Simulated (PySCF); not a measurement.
Compound: C₃H₂N₄.
SMILES with atom numbers: `[N:1]#[C:2][c:3]1[cH:4][nH:5][n:6][n:7]1` (hydrogens: H8 on C4; H9 on N5)

The closed-shell ground state was solved at several levels (PySCF, density fitting, gas phase, non-relativistic). Geometry: PBE0-D3(BJ)/def2-SVP; no solvent, vibrations or thermal averaging.

```
          level  basis functions  HOMO (eV)  LUMO (eV)  gap (eV)  dipole (D)
B3LYP/def2-SVPD              156      -8.18      -1.54      6.64        6.48
    B3LYP/pcJ-1              209      -8.12      -1.45      6.67        6.53
  PBE0/pcSseg-1              129      -8.38      -1.24      7.14        6.53
```

(1) Estimate the row for wB97X-D/pcSseg-2, a basis of 280 functions; the other rows only guide the guess.

(2) Over all these levels, which gives the widest orbital gap and which the narrowest?

(3) How far do the dipole and the HOMO energy spread over the levels?

## Answers

(1) HOMO -10.11 eV, LUMO 0.53 eV, gap 10.64 eV, dipole 6.59 D.

(2) wB97X-D/pcSseg-2 (range-separated hybrid) has the widest, 10.64 eV, and B3LYP/def2-SVPD (global hybrid, 20 % exact exchange) the narrowest, 6.64 eV. Functional and basis both differ between the two, so the spread mixes both effects.

(3) The dipole runs from 6.48 to 6.59 D (mean 6.53 D) and the HOMO from -10.11 to -8.12 eV.
